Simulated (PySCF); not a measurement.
NMR data simulated for an unnamed compound:

¹H NMR (600 MHz, computed): δ 7.04 (m, 1H), 5.63 (m, 1H), 4.66 (m, 2H), 3.21 (s, 1H).

¹³C{¹H} NMR (computed): δ 194.8 (C), 158.3 (CH), 124.5 (C), 120.5 (CH), 96.9 (CH), 80.8 (C).

- σ from GIAO-PBE0/pcSseg-1
- structure optimised with GFN2-xTB
- program: PySCF
- isolated molecule, non-relativistic, rapidly exchanging positions averaged, single conformer

δ = σ(ref) − σ, references computed at the same level: TMS for ¹H (σ = 31.72 ppm), ¹³C (σ = 186.93 ppm).

Which of these does the molecule contain: a vinyl group CH=CH2, a three-membered ring, a CH3CH2 unit, a non-aromatic C=C double bond, a C≡C triple bond, a Si–H bond?

## Answers


- A vinyl group CH=CH2: no.
- A three-membered ring: no.
- A CH3CH2 unit: no.
- A non-aromatic C=C double bond: yes.
- A C≡C triple bond: yes (δC 96.9, 80.8; δH 3.21 (s)).
- A Si–H bond: yes (δH 4.66 (m)).

The data belong to `C#CC1=C(F)[SiH2]C=C1`, C$_{6}$H$_{5}$FSi; they needn't prove each group on their own.

Carbon signals by region: 1 in the far downfield region (above 160 ppm), 3 in the sp2 and nitrile region (100–160 ppm), 2 at 50–100 ppm. Above 160 ppm: 194.8, fully substituted alkene carbon.

Splittings by ¹⁹F in the carbon and heteronuclear signals aren't shown, as no couplings were computed. Shifts are as computed. Against solution values, carbons near 30 ppm lie about +3 ppm off and those near 130 ppm about +5 ppm. Of 1211 compounds with measured shifts, 218 miss one by over three times the rms of a fit or turn the order of signals round; such compounds aren't used in these exercises. Multiplicities follow the n + 1 count of equivalent neighbours, as no J values were calculated; m marks all less simple cases, F and P coupling included.
